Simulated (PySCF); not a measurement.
Here is a job for PySCF.
```python
from pyscf import gto, scf, dft

mol = gto.Mole()
mol.atom = '''
    I    -0.00000000   -0.00000000   -0.02909860
    H     0.00000000    0.00000000    1.54222583
'''
mol.basis = '3-21g'
mol.verbose = 4
mol.symmetry = True
mol.build()

mf = dft.RKS(mol)
mf.xc = 'm062x'
mf.kernel()
mf.analyze()
```

**Question.** Predict the HOMO-LUMO gap from M062X/3-21G (PySCF).

**Answer.** 9.72 eV

**Question.** What is the computed HOMO energy (M062X/3-21G)?

**Answer.** -8.91 eV

**Question.** Estimate the dipole moment that M062X/3-21G returns for this input.

**Answer.** 1.11 D

**Question.** What nuclear repulsion energy does M062X/3-21G give?

**Answer.** 17.8489 Eh

**Question.** What number of basis functions does M062X/3-21G give?

**Answer.** 33
